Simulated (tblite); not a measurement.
A geometry optimisation, step by step.

Species: C6H3FN2.
Bonds: C1–C2 (triple), C2–C3, C3–C4 (aromatic), C4–N5 (aromatic), N5–N6 (aromatic), N6–C7 (aromatic), C7–C8 (aromatic), C8–F9, C3–C8 (aromatic). Hydrogens: H10 on C1; H11 on C4; H12 on C7.

Computed with GFN2-xTB (tblite), gas phase: L-BFGS steps from a force-field or distance-geometry start until the largest atomic force falls under 0.01 eV/Å. 11 of its 31 geometries are shown.

Step 0: E = -675.5721 eV, largest atomic force 3.394 eV/Å
```
atom  x, y, z in Å  |  force x, y, z in eV/Å
C1      2.911   -0.229   -0.149   -3.106   0.536   0.169
C2      1.692   -0.038   -0.081    3.380  -0.274  -0.146
C3      0.292    0.178    0.004    1.363   0.191  -0.162
C4     -0.252    1.476    0.088   -1.960  -1.396   0.180
N5     -1.599    1.589    0.167    0.876  -1.042  -0.235
N6     -2.373    0.525    0.129    0.632  -0.036   0.042
C7     -1.904   -0.735    0.036   -0.148   0.754   0.093
C8     -0.535   -0.934   -0.024   -0.263  -0.407  -0.045
F9     -0.007   -2.180   -0.120   -0.253   0.537   0.066
H10     3.959   -0.374   -0.214   -0.432   0.021   0.027
H11     0.398    2.329    0.117   -0.239   0.232   0.000
H12    -2.580   -1.606    0.021    0.149   0.884   0.010
```

Step 3: E = -675.7840 eV, largest atomic force 0.589 eV/Å
```
atom  x, y, z in Å  |  force x, y, z in eV/Å
C1      2.902   -0.226   -0.149   -0.395   0.106   0.018
C2      1.715   -0.032   -0.080    0.515   0.102  -0.006
C3      0.321    0.168   -0.001    0.382   0.053  -0.054
C4     -0.271    1.444    0.092   -0.297  -0.507   0.046
N5     -1.589    1.565    0.162    0.366  -0.216  -0.074
N6     -2.367    0.521    0.130   -0.123  -0.039   0.023
C7     -1.902   -0.718    0.039    0.249   0.179   0.035
C8     -0.531   -0.930   -0.025    0.001  -0.111  -0.033
F9     -0.015   -2.169   -0.118   -0.165   0.100   0.024
H10     3.938   -0.372   -0.213   -0.006  -0.025   0.004
H11     0.376    2.323    0.117   -0.514  -0.185   0.002
H12    -2.577   -1.575    0.021   -0.012   0.543   0.016
```

Step 6: E = -675.8400 eV, largest atomic force 0.251 eV/Å
```
atom  x, y, z in Å  |  force x, y, z in eV/Å
C1      2.908   -0.223   -0.150    0.250  -0.013  -0.017
C2      1.731   -0.015   -0.079    0.012   0.065   0.000
C3      0.344    0.157   -0.006   -0.053  -0.031   0.022
C4     -0.276    1.408    0.095   -0.075   0.067  -0.029
N5     -1.579    1.547    0.156   -0.135   0.121   0.033
N6     -2.374    0.520    0.132    0.039   0.046  -0.010
C7     -1.885   -0.702    0.042   -0.063  -0.005   0.002
C8     -0.520   -0.928   -0.028    0.029  -0.121  -0.006
F9     -0.029   -2.168   -0.117   -0.047  -0.205  -0.016
H10     3.938   -0.375   -0.213    0.245  -0.035  -0.008
H11     0.325    2.305    0.117   -0.092   0.077   0.017
H12    -2.580   -1.526    0.023   -0.110   0.034   0.013
```

Step 9: E = -675.8518 eV, largest atomic force 0.069 eV/Å
```
atom  x, y, z in Å  |  force x, y, z in eV/Å
C1      2.925   -0.221   -0.151   -0.009   0.031   0.002
C2      1.746   -0.006   -0.079    0.060  -0.022  -0.006
C3      0.347    0.152   -0.005    0.038   0.001  -0.007
C4     -0.285    1.404    0.093    0.047   0.014   0.001
N5     -1.587    1.553    0.158    0.023  -0.050  -0.007
N6     -2.376    0.522    0.132   -0.028  -0.039   0.005
C7     -1.884   -0.698    0.043   -0.015  -0.022  -0.011
C8     -0.516   -0.939   -0.029   -0.010   0.033   0.011
F9     -0.039   -2.188   -0.118   -0.069   0.004  -0.001
H10     3.961   -0.379   -0.213   -0.008   0.019   0.005
H11     0.302    2.309    0.119    0.022   0.055   0.003
H12    -2.594   -1.510    0.025   -0.051  -0.023   0.006
```

Step 12: E = -675.8530 eV, largest atomic force 0.052 eV/Å
```
atom  x, y, z in Å  |  force x, y, z in eV/Å
C1      2.930   -0.218   -0.151    0.029   0.015   0.000
C2      1.750   -0.007   -0.080   -0.050  -0.013   0.001
C3      0.351    0.151   -0.005   -0.007  -0.001  -0.001
C4     -0.282    1.405    0.093   -0.001  -0.021   0.001
N5     -1.586    1.549    0.158    0.032  -0.007  -0.001
N6     -2.377    0.520    0.132    0.026   0.016  -0.003
C7     -1.886   -0.701    0.042   -0.001   0.000   0.007
C8     -0.517   -0.938   -0.028   -0.022   0.000  -0.007
F9     -0.048   -2.190   -0.118   -0.026   0.017   0.002
H10     3.964   -0.377   -0.213    0.022   0.019   0.002
H11     0.302    2.315    0.119   -0.016  -0.024  -0.002
H12    -2.600   -1.511    0.026    0.012  -0.001   0.001
```

Step 15: E = -675.8534 eV, largest atomic force 0.041 eV/Å
```
atom  x, y, z in Å  |  force x, y, z in eV/Å
C1      2.932   -0.214   -0.151   -0.017   0.015   0.003
C2      1.750   -0.010   -0.080    0.034  -0.023  -0.005
C3      0.351    0.150   -0.006   -0.001  -0.024  -0.003
C4     -0.280    1.403    0.093    0.005   0.001  -0.001
N5     -1.583    1.548    0.157   -0.017   0.022   0.002
N6     -2.376    0.521    0.132   -0.021   0.012   0.003
C7     -1.887   -0.701    0.043   -0.010   0.017   0.001
C8     -0.519   -0.937   -0.029    0.005  -0.011  -0.001
F9     -0.053   -2.190   -0.118    0.004  -0.027  -0.004
H10     3.967   -0.373   -0.212   -0.009   0.026   0.004
H11     0.300    2.314    0.119    0.022  -0.006  -0.001
H12    -2.601   -1.511    0.026    0.006  -0.001   0.002
```

Step 18: E = -675.8540 eV, largest atomic force 0.047 eV/Å
```
atom  x, y, z in Å  |  force x, y, z in eV/Å
C1      2.935   -0.205   -0.151   -0.016  -0.002   0.002
C2      1.751   -0.019   -0.082    0.002   0.013   0.000
C3      0.352    0.144   -0.007    0.006   0.004  -0.004
C4     -0.277    1.399    0.092   -0.005   0.003  -0.002
N5     -1.579    1.550    0.157   -0.005  -0.021  -0.005
N6     -2.376    0.525    0.132   -0.019  -0.014   0.009
C7     -1.891   -0.698    0.044    0.011  -0.002  -0.012
C8     -0.524   -0.939   -0.030    0.014  -0.009   0.010
F9     -0.063   -2.194   -0.118   -0.003  -0.022  -0.005
H10     3.971   -0.361   -0.210   -0.012   0.026   0.003
H11     0.303    2.310    0.119    0.046  -0.009  -0.001
H12    -2.601   -1.512    0.027   -0.020   0.034   0.006
```

Step 21: E = -675.8546 eV, largest atomic force 0.067 eV/Å
```
atom  x, y, z in Å  |  force x, y, z in eV/Å
C1      2.937   -0.195   -0.150    0.011  -0.012   0.000
C2      1.750   -0.028   -0.083   -0.037   0.045   0.005
C3      0.352    0.137   -0.009   -0.021   0.005   0.006
C4     -0.274    1.395    0.091    0.002  -0.011  -0.006
N5     -1.576    1.550    0.157    0.022   0.007   0.006
N6     -2.378    0.528    0.134    0.066  -0.009  -0.009
C7     -1.894   -0.695    0.043    0.007  -0.028   0.009
C8     -0.527   -0.943   -0.029   -0.015  -0.007  -0.009
F9     -0.074   -2.202   -0.120   -0.006   0.023   0.001
H10     3.974   -0.342   -0.208    0.014   0.016   0.001
H11     0.314    2.303    0.118   -0.003  -0.038  -0.004
H12    -2.604   -1.507    0.030   -0.042   0.009   0.001
```

Step 24: E = -675.8557 eV, largest atomic force 0.039 eV/Å
```
atom  x, y, z in Å  |  force x, y, z in eV/Å
C1      2.939   -0.181   -0.148   -0.012  -0.001   0.001
C2      1.749   -0.034   -0.085    0.029   0.020   0.003
C3      0.350    0.124   -0.011    0.001  -0.028   0.002
C4     -0.267    1.386    0.089    0.026  -0.010   0.004
N5     -1.568    1.550    0.157    0.019   0.018   0.005
N6     -2.373    0.531    0.135    0.004   0.024  -0.007
C7     -1.897   -0.694    0.044   -0.031  -0.002   0.019
C8     -0.533   -0.951   -0.031   -0.015  -0.008  -0.018
F9     -0.093   -2.213   -0.123    0.036  -0.002   0.002
H10     3.980   -0.306   -0.203   -0.012   0.005   0.000
H11     0.332    2.284    0.116   -0.015   0.009  -0.006
H12    -2.618   -1.497    0.034   -0.029  -0.026  -0.005
```

Step 27: E = -675.8561 eV, largest atomic force 0.014 eV/Å
```
atom  x, y, z in Å  |  force x, y, z in eV/Å
C1      2.940   -0.177   -0.148    0.000   0.001   0.000
C2      1.749   -0.034   -0.085   -0.003  -0.010   0.001
C3      0.349    0.119   -0.012    0.001  -0.001  -0.002
C4     -0.264    1.382    0.089    0.003   0.000   0.004
N5     -1.563    1.550    0.157    0.001  -0.012  -0.003
N6     -2.371    0.534    0.135   -0.012  -0.001   0.006
C7     -1.901   -0.694    0.046   -0.002   0.004  -0.006
C8     -0.536   -0.955   -0.032   -0.001  -0.004   0.004
F9     -0.095   -2.216   -0.123    0.014  -0.001  -0.002
H10     3.981   -0.295   -0.202    0.001   0.002  -0.001
H11     0.337    2.280    0.115    0.002   0.011  -0.003
H12    -2.624   -1.496    0.035   -0.003   0.011   0.000
```

Step 30: E = -675.8561 eV, largest atomic force 0.009 eV/Å
```
atom  x, y, z in Å  |  force x, y, z in eV/Å
C1      2.940   -0.176   -0.147    0.000   0.000   0.000
C2      1.749   -0.035   -0.085    0.000  -0.008   0.001
C3      0.349    0.118   -0.012   -0.001   0.002   0.003
C4     -0.263    1.382    0.089   -0.002   0.001  -0.002
N5     -1.563    1.550    0.157   -0.001   0.006   0.004
N6     -2.372    0.534    0.136    0.009  -0.002  -0.001
C7     -1.901   -0.694    0.046    0.002  -0.004   0.001
C8     -0.537   -0.955   -0.032    0.001   0.002   0.000
F9     -0.095   -2.217   -0.124    0.001   0.005   0.000
H10     3.981   -0.293   -0.201    0.001   0.001  -0.001
H11     0.338    2.280    0.114   -0.005  -0.003  -0.002
H12    -2.626   -1.495    0.035   -0.006   0.001  -0.001
```

**Question.** Summarise the path.

**Answer.** The energy falls by 0.2840 eV from step 0 to step 30; nine tenths of that is first reached at step 5. It rises by more than 0.2 meV at step 1. The largest force goes from 3.394 to 0.009 eV/Å. Among the bonds C4–N5 changes most, from 1.354 to 1.312 Å; the atoms move by 0.074 Å rms after alignment.

**Question.** Follow the three bonds and two angles with the largest change from start to end.

**Answer.** 
```
step  E above end (eV)  largest force (eV/Å)  C4–N5 (Å)  C1≡C2 (Å)  N6–C7 (Å)  C4–C3–C8 (°)  N5–C4–H11 (°)
   0            0.2840                 3.394      1.354      1.236      1.347         120.7          122.3
   1            0.3873                 9.023      1.314      1.143      1.332         118.0          122.3
   3            0.0722                 0.589      1.325      1.204      1.327         117.4          121.0
   4            0.0395                 0.505      1.322      1.197      1.323         116.5          119.7
   5            0.0218                 0.372      1.315      1.195      1.320         115.4          118.2
   7            0.0082                 0.222      1.310      1.200      1.319         114.8          116.6
   8            0.0054                 0.182      1.311      1.201      1.319         114.8          116.4
   9            0.0043                 0.069      1.313      1.201      1.319         114.8          116.3
  10            0.0038                 0.081      1.313      1.201      1.319         114.8          116.3
  12            0.0031                 0.052      1.314      1.200      1.319         114.7          116.3
  13            0.0029                 0.025      1.313      1.201      1.319         114.6          116.2
  14            0.0028                 0.027      1.313      1.201      1.318         114.6          116.1
  16            0.0025                 0.045      1.313      1.201      1.318         114.5          115.9
  17            0.0023                 0.048      1.313      1.201      1.318         114.5          115.8
  18            0.0021                 0.047      1.313      1.201      1.319         114.5          115.7
  20            0.0017                 0.055      1.313      1.201      1.319         114.4          115.9
  21            0.0015                 0.067      1.313      1.201      1.318         114.4          116.0
  22            0.0011                 0.071      1.313      1.201      1.318         114.5          116.2
  23            0.0007                 0.050      1.313      1.201      1.318         114.5          116.4
  25            0.0002                 0.037      1.312      1.201      1.318         114.6          116.4
  26            0.0001                 0.028      1.312      1.201      1.318         114.6          116.3
  27            0.0000                 0.014      1.312      1.201      1.318         114.6          116.3
  29            0.0000                 0.011      1.312      1.201      1.318         114.6          116.3
  30            0.0000                 0.009      1.312      1.201      1.318         114.6          116.3
```

What follows is the cost of the whole relaxation. The run took 0.16 s on one thread of an Arm Neoverse V1, shared host with 32 logical CPUs at a one-minute load of 24.
